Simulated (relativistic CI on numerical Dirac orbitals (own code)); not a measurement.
Radial Dirac CI calculation of Ta26+.

Command:

```sh
python run_levels.py task.json out
```

Input:

```
atom Ta  Z=73  charge=26  electrons=47
nucleus A=181  rms_radius_fm=5.8858
hamiltonian dirac-coulomb  breit=on  qed=on  c_scale=1
orbitals kli  potential=per-configuration
slater_scale 1
correlation none
mixing on
grid step=0.0125 r_max=22.5
scf mixing=0.4 start=green max_iterations=150 tolerance=1e-10 node_fill=0.05
configurations
  [Kr] 4d10 4f
  [Kr] 4d10 5s
  [Kr] 4d9 4f2
end
```

Output:

```
SCF 1: [Kr] 4d10 4f
 iter      energy (Ha)   residual   last orbital (Ha)
    1    -15103.656391   6.60e+00    -59.96774
    2    -15262.582406   3.42e+00    -43.53510
    3    -15316.975075   2.58e-01    -30.14630
    4    -15317.305980   1.58e-01    -30.75993
    5    -15317.398933   1.10e-02    -30.13734
    6    -15317.399219   5.74e-04    -30.10213
    7    -15317.399240   2.90e-04    -30.09710
    8    -15317.399252   1.05e-06    -30.09830
    9    -15317.399252   1.91e-06    -30.09831
   10    -15317.399252   3.06e-09    -30.09830
   11    -15317.399252   1.26e-09    -30.09830
   12    -15317.399252   1.83e-11    -30.09830
SCF 2: [Kr] 4d10 5s
 iter      energy (Ha)   residual   last orbital (Ha)
    1    -15108.873426   6.55e+00    -38.72357
    2    -15259.971519   3.41e+00    -31.90164
    3    -15312.514799   2.42e-01    -25.85527
    4    -15312.764219   1.47e-01    -25.90398
    5    -15312.845461   9.84e-03    -25.56749
    6    -15312.845832   3.84e-04    -25.55586
    7    -15312.845859   2.57e-04    -25.55337
    8    -15312.845866   4.68e-06    -25.55371
    9    -15312.845866   2.21e-06    -25.55370
   10    -15312.845866   1.61e-08    -25.55370
   11    -15312.845866   1.51e-09    -25.55370
   12    -15312.845866   1.19e-11    -25.55370
SCF 3: [Kr] 4d9 4f2
 iter      energy (Ha)   residual   last orbital (Ha)
    1    -15093.897544   6.63e+00    -59.96774
    2    -15254.722437   3.43e+00    -43.45710
    3    -15309.402760   2.67e-01    -30.06610
    4    -15309.765855   1.59e-01    -30.70020
    5    -15309.859854   1.19e-02    -30.06714
    6    -15309.860188   6.08e-04    -30.02704
    7    -15309.860221   3.50e-04    -30.02339
    8    -15309.860236   4.82e-05    -30.02452
    9    -15309.860238   5.10e-06    -30.02473
   10    -15309.860238   9.13e-09    -30.02471
   11    -15309.860238   2.41e-09    -30.02471
   12    -15309.860238   1.63e-11    -30.02471
orbital energies (Ha): 3d5/2 -95.2370  4s -49.8920  4p1/2 -46.3790  4p3/2 -43.6735  4d3/2 -37.8863  4d5/2 -37.3369  4f5/2 -30.2346  4f7/2 -30.0983
configuration averages (Ha): Dirac-Coulomb, Breit, QED
  4d10 4f                     -15317.399252   16.348183   11.102743
  4d10 5s                     -15312.845866   16.367633   11.118259
  4d9 4f2                     -15309.860238   16.326711   11.102839
levels: no., configuration, term, J, E (cm-1), weight
   1 4d10 4f                2F*  5/2              0.0  1.00
   2 4d10 4f                2F*  7/2          26488.3  1.00
   3 4d10 5s                2S   1/2        1022117.6  1.00
   4 4d9 4f2                4F   3/2        1494745.3  0.94
   5 4d9 4f2                4F   5/2        1499277.2  0.67
   6 4d9 4f2                4F   7/2        1512791.0  0.56
   7 4d9 4f2                2G   7/2        1531286.0  0.27
   8 4d9 4f2                4F   9/2        1531926.0  0.55
   9 4d9 4f2                4K   13/2       1538166.5  0.46
  10 4d9 4f2                4D   5/2        1541124.1  0.40
  11 4d9 4f2                2G   9/2        1543955.6  0.33
  12 4d9 4f2                2F   5/2        1546024.8  0.40
  13 4d9 4f2                4K   15/2       1549163.8  0.77
  14 4d9 4f2                4D   3/2        1551603.2  0.61
lowest total energy -15290.017292 Ha
end: converged
```

Against the reference input this run has: nuclear radius 5.8858 fm, end of the grid at 22.5 bohr, SCF tolerance 1e-10. The reference run ends at -15290.405858 Ha with Breit and QED terms. With a changed speed of light or nuclear radius the levels are not those of the real ion, and the QED model is not rescaled.

Run time about 0.21 s of CPU on one thread of Neoverse-V1 (shared host).
